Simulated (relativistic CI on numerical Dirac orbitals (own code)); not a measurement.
**Ca IV: what numerical and physical settings do to a radial Dirac CI calculation**

Reference input:

```
atom Ca  Z=20  charge=3  electrons=17
nucleus A=40  rms_radius_fm=3.4776
hamiltonian dirac-coulomb  breit=on  qed=on  c_scale=1
orbitals kli  potential=per-configuration
slater_scale 1
correlation none
mixing on
grid step=0.0125 r_max=25.7
scf mixing=0.4 start=green max_iterations=150 tolerance=2e-08 node_fill=0.05
configurations
  [Ne] 3s2 3p5
  [Ne] 3s 3p6
  [Ne] 3s2 3p4 3d
  [Ne] 3s2 3p3 3d2
  [Ne] 3s 3p5 3d
end
```

Computed lowest total energy -677.06051 Ha, first excitation 3089.7 cm⁻¹, 50 SCF steps. Runs with settings changed; * marks those that are bad on purpose:

```
                                                     Changed        Outcome     Lowest level  ΔE (Ha)  First excitation (cm⁻¹)  SCF steps                                      Message
                                            Slater scale 1.2      converged  3s2 3p5 2P°_3/2  -0.0399                   3076.2         50                                             
                            node fill of the KLI weights 0.2      converged  3s2 3p5 2P°_3/2  0.00221                   3117.7         52                                             
         SCF mixing 0.05, iteration limit 20, Breit term off      converged  3s2 3p5 2P°_3/2   -0.191                   3202.0         63                                             
start potential thomas-fermi, SCF mixing 0.2, Breit term off      converged  3s2 3p5 2P°_3/2   -0.191                   3202.0         58                                             
                            node fill of the KLI weights 5 *      converged  3s2 3p5 2P°_3/2    0.161                   3280.1         59                                             
                                         iteration limit 6 *  not converged                                                             6  SCF of 1s2 2s2 2p6 3s2 3p5 did not converge
```

With so few configurations and no correlation, terms lie too far apart (by 10 to 50 % near neutrality), their order can be wrong, and levels of other configurations are missing.
